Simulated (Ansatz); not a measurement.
System: H$_{3}$BNO, charge 0, doublet. H3BNO (SMILES NB[O], doublet).
B3LYP-D3(BJ)/def2-TZVP minimum from Ansatz (a program for electronic structure):
```
B
O 1 1.3333
N 1 1.4011 2 127.78
H 3 1.0036 1 122.09 2 180.00
H 3 1.0056 4 114.65 1 -180.00
H 1 1.2119 2 110.95 3 180.00
```
Charge 0, spin multiplicity 2.

Property: atomisation energy (electronic, to ground-state atoms), in kcal/mol. Open shells are spin-unrestricted; no spin-orbit coupling. CBS(X,Y): correlation extrapolated as X^-3, Hartree-Fock from the larger set. A bracket is a step between two methods taken in the basis named. The functionals are non-relativistic, so their misses hold any scalar relativity. Double hybrids freeze cores in their MP2 part. '+ core + X2C': CCSD(T) terms for core correlation (cc-pwCVTZ) and scalar relativity (cc-pVTZ-DK). Where a partner has so few electrons that a lower coupled-cluster level is exact, that level stands in.

CCSD(T)/CBS(cc-pVTZ,cc-pVQZ) + [CCSDT(Q) - CCSD(T)]/cc-pVDZ + core + X2C (Ansatz) gives 528.4 kcal/mol.

Q: How far off this value is PBE/def2-TZVPD (Ansatz), in which direction, and which of these levels come nearer: r2SCAN/def2-TZVPD, B3LYP/def2-TZVPD, PBE0/def2-TZVPD, wB97M-V/def2-TZVPD, B2PLYP/def2-TZVPD, CCSD(T)/CBS(cc-pVTZ,cc-pVQZ) + core + X2C?

A: PBE gives 546.7 kcal/mol, 18.3 kcal/mol above it. Differences of the others: r2SCAN/def2-TZVPD (Ansatz) 5.9; B3LYP/def2-TZVPD (Ansatz) 5.5; PBE0/def2-TZVPD (Ansatz) 2.5; wB97M-V/def2-TZVPD (Ansatz) 4.7; B2PLYP/def2-TZVPD (Ansatz) -2.7; CCSD(T)/CBS(cc-pVTZ,cc-pVQZ) + core + X2C (Ansatz) -0.8 kcal/mol. Nearer than PBE: r2SCAN/def2-TZVPD, B3LYP/def2-TZVPD, PBE0/def2-TZVPD, wB97M-V/def2-TZVPD, B2PLYP/def2-TZVPD, CCSD(T)/CBS(cc-pVTZ,cc-pVQZ) + core + X2C.
